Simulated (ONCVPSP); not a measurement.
# tin (Sn): one change to an ONCV potential, before and after

tin, optimised norm-conserving Vanderbilt (ONCV), made with ONCVPSP 4.0.1 (PBEsol, fully relativistic). Core [Kr] 4d10, reference 5s1.5 5p2.5. Waves: 5s: rc 2.15 bohr, ncon 3, nbas 8, qcut 3 1/bohr, 1 projector; 5p: rc 2.75 bohr, ncon 5, nbas 10, qcut 3.4 1/bohr, 2 projectors, debl 3.5 Ha. Local part: polynomial inside 2.00 bohr (lpopt 5, dvloc0 0 Ha). Core correction: polynomial model core, fcfact 0.45.

Open shells are filled in proportion to 2j + 1.

All-electron outer shells of the reference configuration (PBEsol, scalar-relativistic, ld1.x):

```tsv
shell	level (eV)	outermost node (bohr)	outermost maximum (bohr)
4p	-90.35	0.41	0.79
4d	-26.55	0.39	0.88
5s	-11.04	0.98	2.01
5p	-4.03	1.09	2.52
```

Change: core correction polynomial model core, fcfact 0.12.

Cutoffs: the cutoffs (Ha) at which the residual kinetic energy of the hardest occupied pseudo-wave falls to 1 and 0.1 mHa per electron; they do not see the model core or the augmentation charge, which bear on the density cutoff. Errors are all-electron minus pseudo energies relative to the spin-unpolarised reference configuration.

Task: What does the change do?

Result: The potential gets neither clearly harder nor softer (8.2 Ha and 40 Ha → 8.2 Ha and 40 Ha); of the 4 tests that both files solve, the error grows in 2 and shrinks in 2 by more than 15 % and 0.3 meV (median size 5.6 → 5.6 meV); neither file shows a bound ghost. A model core, the more so a compact one, raises the density cutoff, which this test does not measure.

| quantity | base | changed |
| --- | --- | --- |
| cutoff, loose | 8.2 Ha | 8.2 Ha |
| cutoff, tight | 40 Ha | 40 Ha |
| bound ghosts | none | none |
| GHOST(+) flags under 300 eV | s at 8.4 eV, p3/2 at 133.3 eV, p1/2 at 135.0 eV | s at 8.4 eV, p3/2 at 133.3 eV, p1/2 at 135.0 eV |
| error for 5s2 5p2, meV [ΔE -3.46 eV] | -5.2 | -4.0 |
| error for 5s2 5p1, meV [ΔE 3.45 eV] | -5.9 | -7.2 |
| error for 5s2 5p0, meV [ΔE 17.44 eV] | -36 | -52 |
| error for 5s1 5p3, meV [ΔE 3.52 eV] | -3.5 | -2.1 |
| s: phases at 2.18 bohr within 0.05 rad from the reference energy up to (Ha; the scan ends near 5) | 0.1 | 0.1 |
| p3/2: phases at 2.79 bohr within 0.05 rad from the reference energy up to (Ha; the scan ends near 5) | 1.8 | 1.8 |
| p1/2: phases at 2.79 bohr within 0.05 rad from the reference energy up to (Ha; the scan ends near 5) | 1.7 | 1.7 |
| rms error of d²Exc/dni dnj with the model core, mHa | 1.67 | 2.47 |

Base: The cutoffs count occupied waves only; projector 2 of the p channel, the hardest unoccupied one, needs 46 Ha at the loose tolerance. Changed file: The cutoffs count occupied waves only; projector 2 of the p channel, the hardest unoccupied one, needs 46 Ha at the loose tolerance.
